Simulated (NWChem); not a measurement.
Spin states of sulfur tetrafluoride (F4S)

```xyz
5

F      0.0000    -1.2424    -0.6398
S      0.0000     0.0000     0.3894
F      1.6855     0.0000     0.2936
F     -1.6855     0.0000     0.2936
F      0.0000     1.2424    -0.6398
```
Charge 0, spin multiplicity 1.

All runs are NWChem calculations. Structure: optimised with PBE/def2-SVP, a minimum by its harmonic frequencies.

Basis set: def2-SVP. The gap is E(triplet) − E(singlet) at the geometry of the singlet, so a negative value puts the higher spin lower. Open shells are unrestricted, and the singlet is the closed-shell solution. The triplet is the single determinant that the SCF runs reached, with unpaired electrons in orbitals of symmetry a1 and b2 (C2v labels); it need not be the lowest triplet, which in molecules with degenerate π orbitals can need several determinants.

The correlated methods keep 9 core orbitals frozen. B3LYP has NWChem's definition, with VWN1-RPA local correlation. No SCF solution was tested for a lower state. Open-shell Hartree-Fock references start from PBE0 orbitals.

Task: One of these methods gave a vertical singlet-triplet gap of 106.3 kcal/mol. Which?
(A) PBE
(B) B2PLYP
(C) HF
(D) B3LYP

Result: D, B3LYP. The others give 104.0 (PBE), 96.6 (HF), 108.5 (B2PLYP).
